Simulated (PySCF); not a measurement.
3-fluoropenta-1,2,4-triene (C5H5F), SMILES C(F)(C=C)=C=C. Atoms are numbered in the order given.

```xyz
11

C     -0.4088     2.5911     0.0000
C     -0.0943     1.3244     0.0000
C      0.1875     0.0346     0.0000
F      1.4669    -0.3706     0.0000
C     -0.8000    -1.0334     0.0000
C     -0.4805    -2.3330     0.0000
H     -0.5447     3.1489    -0.9352
H     -0.5447     3.1489     0.9352
H     -1.8433    -0.7061     0.0000
H      0.5627    -2.6568     0.0000
H     -1.2554    -3.1021     0.0000
```

Geometry optimised at PBE0-D3(BJ)/def2-SVP. Other conformers were not sampled.

These are PBE0/pcSseg-1 (PySCF) values and carry that method's errors.

GIAO shieldings, no solvent; atoms listed in one row are averaged. δ = σ(ref) − σ: ¹³C against TMS (σ = 186.3 ppm); ¹⁹F against CFCl3 (σ = 167.2 ppm); ¹H against TMS (σ = 31.56 ppm), references at their B3LYP-D3(BJ)/def2-TZVP geometries, non-relativistic.

```csv
nucleus,atoms,count,δ (ppm)
¹³C,C2,1,223.2
¹³C,C3,1,149.0
¹³C,C5,1,137.9
¹³C,C6,1,124.2
¹³C,C1,1,99.1
¹⁹F,F4,1,-174.9
¹H,H9,1,6.43
¹H,"H7, H8",2,6.27
¹H,H10,1,6.14
¹H,H11,1,5.77
```
